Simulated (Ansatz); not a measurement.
`[OH][Ge]([OH])([OH])[Cl]` + `C[Si]S` → `[OH][Ge]([OH])([SH])[Cl]` + `C[Si]O`  (redistribution)

Computed with Ansatz on PBE0-D4/def2-TZVP structures; ΔE is electronic, products minus reactants. CCSD(T)/CBS adds triple-zeta CCSD(T) − MP2 to the extrapolated MP2 energy (def2 sets, frozen cores). This one scheme is used for every species. DFT in def2-TZVPP. For Ge outer-core shells are correlated without core-valence functions, which leaves a few kJ/mol of doubt a bond. Scalar relativity is left out up to krypton. One conformer a species, not always the lowest.

```json
{"level": "B2PLYP", "ΔE (kJ/mol)": "-22.5"}
{"level": "MP2/CBS(def2)", "ΔE (kJ/mol)": "-22.0"}
```

Task: What does CCSD(T)/CBS give? (Estimate.)

Result: Computed: -21.4 kJ/mol. The listed levels differ from it by -1.1, -0.6 kJ/mol.

Largest T1 diagnostic among the species: 0.014.
